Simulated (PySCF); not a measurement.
diphosphane (H₄P₂), SMILES PP. Atoms are numbered in the order given.

```xyz
6

P     -1.1119    -0.1310     0.0000
P      1.1119     0.1310     0.0000
H     -1.3143     0.8310     1.0235
H     -1.3143     0.8310    -1.0235
H      1.3143    -0.8310     1.0235
H      1.3143    -0.8310    -1.0235
```

The structure is a stationary point at TPSSh-D3(BJ)/def2-TZVP.

All values below come from SMD-B3LYP/def2-SVP (PySCF).

Solvation free energies are E(SMD) − E(gas) at the gas-phase geometry, for 1 M in both phases. In vacuum the dipole moment is 0.00 D.

**Question.** Estimate the solvation free energies in water, n-hexane, benzene. (The exact figures need the calculation; the answer reports its results.)

**Answer.** 
| solvent | ΔG(solv) (kcal/mol) | its non-electrostatic (CDS) part | dipole (D) |
|---|---|---|---|
| water | 0.4 | 2.8 | 0.00 |
| n-hexane | 0.2 | 1.0 | 0.00 |
| benzene | 0.1 | 1.1 | 0.00 |
